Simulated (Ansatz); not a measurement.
A CCSD(T) single point on CH₅BFGa.

```yaml
crystal:
  periodic: [false, false, false]
  atoms:
    - {symbol: B, position_ang: [-0.386258, 0.926609, 0.477319]}
    - {symbol: C, position_ang: [0.826842, 0.725695, -0.311256]}
    - {symbol: F, position_ang: [2.071871, 0.835751, 0.205240]}
    - {symbol: Ga, position_ang: [-0.328357, -1.206924, -0.106110]}
    - {symbol: H, position_ang: [-1.414618, 0.639956, -0.145904]}
    - {symbol: H, position_ang: [-0.448021, 1.166126, 1.640697]}
    - {symbol: H, position_ang: [0.884079, 0.630910, -1.395901]}
    - {symbol: H, position_ang: [-0.391020, -1.768579, -1.561218]}
    - {symbol: H, position_ang: [-0.725917, -1.995846, 1.180131]}
basis:
  gaussian: {orbitals: def2-SVP}
correlation: {method: ccsd_t}
```

```sh
$ ansatz run in.yaml --threads 2 --pin off --events-out ev --progress --plain --max-ram 4352MiB
```

Log, shortened:

```
Functional definition: HF
999 factors; integrals over basis functions are off by at most 1.5e-3 eV
mean field evaluation 1: about -56807.5449 eV, gradient 2.4e1 eV
mean field evaluation 2: about -56807.6085 eV, gradient 2.4e1 eV
mean field evaluation 4: about -56809.4226 eV, gradient 3.6e0 eV
mean field evaluation 8: about -56809.4565 eV, gradient 2.1e-1 eV
mean field evaluation 16: about -56809.3546 eV, gradient 3.5e0 eV
mean field -56809.45687267 eV, -2087.7090332376 hartree, gradient 6.4e-6 eV, S^2 0.000000; 0 other end points of the search recorded, 0 dependent functions left out
12 core orbitals not correlated: weight in the atoms' cores, before any rotation towards them, 1.000 or more for the frozen orbitals, at most 0.000 for the correlated occupied ones
reference -56809.45687267 eV, -2087.7090332376 hartree; 16, 16 occupied and 71, 71 virtual orbitals, 999 factors
second order -17.27706270 eV of doubles, -0.00000000 eV of singles
cycle   1  -17.37117890 eV  change   -9.4e-2 eV  update   1.1e-1
cycle   2  -17.94284404 eV  change   -5.7e-1 eV  update   3.4e-2
cycle   3  -18.05655114 eV  change   -1.1e-1 eV  update   1.8e-2
cycle   4  -18.04849188 eV  change    8.1e-3 eV  update   5.0e-3
cycle   5  -18.04735671 eV  change    1.1e-3 eV  update   3.0e-3
cycle   6  -18.04765986 eV  change   -3.0e-4 eV  update   1.1e-3
cycle   7  -18.04745511 eV  change    2.0e-4 eV  update   5.1e-4
cycle   8  -18.04741938 eV  change    3.6e-5 eV  update   1.7e-4
cycle   9  -18.04747093 eV  change   -5.2e-5 eV  update   7.2e-5
cycle  10  -18.04748923 eV  change   -1.8e-5 eV  update   2.6e-5
perturbative correction -0.54295144 eV, -0.0199530973 hartree
Total energy: -56828.04731334 eV, -2088.3922193312 hartree
```

Hardware: 2 threads of an Arm Neoverse V1 on a shared host. Wall time 8.5 s, peak host memory 0.42 GiB.

Correlation energy per correlated electron: -0.581 eV. T1 diagnostic: 0.0133.
